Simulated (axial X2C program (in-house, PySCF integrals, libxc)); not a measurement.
**Curves of FPdF from open-shell CI on d7 s1**

Calculated with an axial X2C code built on PySCF integrals: two-component X2C with atomic mean-field Coulomb and Gaunt terms, basis F dyall-av3z, Pd dyall-v3z (cores contracted in-house). Orbitals come from Hartree–Fock averaged over the configuration Pd d7 s1; CI then distributes these electrons over the d, s shells of Pd.

Scan along the symmetric stretch (R is each bond); masses F 18.998 u, Pd 105.903 u, F 18.998 u. Energies in cm⁻¹ from the lowest point; levels are followed by energy order within each Ω. Lowest level at 1.965 Å: 94% d8 + 6% d7 s1.

```tsv
R (Å)	(1)Ω=3	(1)Ω=2	(1)Ω=1	(1)Ω=0	(1)Ω=4
1.827	1701	1653	2175	2702	4743
1.896	0	182	863	1566	3195
1.965	511	770	1520	2323	3605
2.044	2923	3180	3925	4709	5665
2.122	6553	6755	7418	8055	8755
2.211	11597	11700	12159	12530	13014
2.319	18244	18259	18262	18263	18616
```

Problem. Fit the curves (1)Ω=3, (1)Ω=2, (1)Ω=1, (1)Ω=0, (1)Ω=4 near their minima.

Solution. From the open-shell CI curves, Te from the lowest:

```json
{"level": "(1)Ω=3", "Te (cm⁻¹)": "0", "Re (Å)": "1.911", "ωe (cm⁻¹)": "611.7"}
{"level": "(1)Ω=2", "Te (cm⁻¹)": "205", "Re (Å)": "1.907", "ωe (cm⁻¹)": "599.0"}
{"level": "(1)Ω=1", "Te (cm⁻¹)": "900", "Re (Å)": "1.904", "ωe (cm⁻¹)": "591.0"}
{"level": "(1)Ω=0", "Te (cm⁻¹)": "1614", "Re (Å)": "1.898", "ωe (cm⁻¹)": "585.9"}
{"level": "(1)Ω=4", "Te (cm⁻¹)": "3191", "Re (Å)": "1.912", "ωe (cm⁻¹)": "572.7"}
```

Without dynamic correlation distances can be off by several hundredths of an Å (long for ionic bonds, short for multiple bonds) and the wavenumbers are rough.

The 5 lowest curves are shown; the next is (2)Ω=2, from 3514 cm⁻¹.

Dynamic correlation is missing, so gaps between terms are too wide and other configurations may lie lower; the lowest level listed is that of this model, not necessarily the ground state. The lowest levels belong to d8, not to the averaged configuration, so orbitals and distance suit them less well. For d shells the ligand-field splittings (σ, π, δ) and their order can be off by a thousand cm⁻¹ or more. At most 4 roots were kept for each Ω > 0 (twice that for Ω = 0) within 3.2 eV of the lowest, so higher up levels can be missing between those listed; levels with Ω > 0 are doubly degenerate and listed once, Ω = 0 levels singly. The open spinors mix strongly with ligand orbitals, which this small active space describes poorly. Some active spinors are only partly of the character that their shell is named for, so the shell names and counts are nominal. The molecule was held linear; bending was not examined.
